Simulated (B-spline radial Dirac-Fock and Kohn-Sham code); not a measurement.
**Hg³⁷⁺: scattering cross sections and density moments**

System: Hg³⁷⁺ in the configuration [Kr] 4d7.

The run's input, task.json:

```json
{"items": [{
  "Z": 80,
  "q": 37,
  "cfg": [[1, 0, 2], [2, 0, 2], [2, 1, 6], [3, 0, 2], [3, 1, 6], [3, 2, 10], [4, 0, 2], [4, 1, 6], [4, 2, 7]],
  "A": 202,
  "rrms": 5.4648,
  "do": ["scatter"],
  "s": [0.0, 0.05, 0.06, 0.08, 0.09, 0.11, 0.13, 0.15, 0.18, 0.22, 0.26, 0.32, 0.38, 0.45, 0.54, 0.65, 0.77, 0.93, 1.11, 1.32, 1.58, 1.89, 2.26],
  "pz": [0, 0.1, 0.2, 0.3, 0.4, 0.5, 0.6, 0.8, 1.0, 1.2, 1.4, 1.6, 1.8, 2.0, 2.5, 3.0, 4.0, 5.0, 7.0, 10.0, 15.0, 20.0, 30.0, 40.0, 60.0, 100.0],
  "hv_scatter": [2000, 5000, 8047.8, 10000, 17479.3, 30000, 50000, 100000]
}]}
```

Launch: `python xray_run.py task.json out`

Model: Dirac-Fock densities. Program: a radial B-spline solver.

```
Sum of ⟨r⟩                          : 9.368 bohr
Sum of ⟨r²⟩                         : 3.161 bohr²
Sum of ⟨1/r⟩                        : 562.29 per bohr
Langevin diamagnetic susceptibility : -2.50 × 10⁻⁶ cm³/mol
Lamb shielding (α²/3)Σ⟨1/r⟩         : 9981 ppm
```

Coherent scattering is the Thomson cross section weighted by f₀², without anomalous dispersion; incoherent scattering is Klein-Nishina weighted by S. The Lamb formula is the non-relativistic shielding expression. Electron correlation is left out. A dash stands where the photon energy is too low for the impulse approximation behind that column.

| hν (keV) | coherent (b) | incoherent (b) | incoherent per electron (b) |
| --- | --- | --- | --- |
| 2 | 1213 | – | – |
| 5 | 1130 | – | – |
| 8.0478 | 999.6 | – | – |
| 10 | 907.1 | 3.067 | 0.0713 |
| 17.4793 | 599.9 | 6.273 | 0.146 |
| 30 | 337.8 | 10.17 | 0.237 |
| 50 | 170.7 | 13.43 | 0.312 |
| 100 | 58.43 | 15.85 | 0.369 |

Values without a named source are computed, but for edge energies of neutral atoms, which are taken from tables.
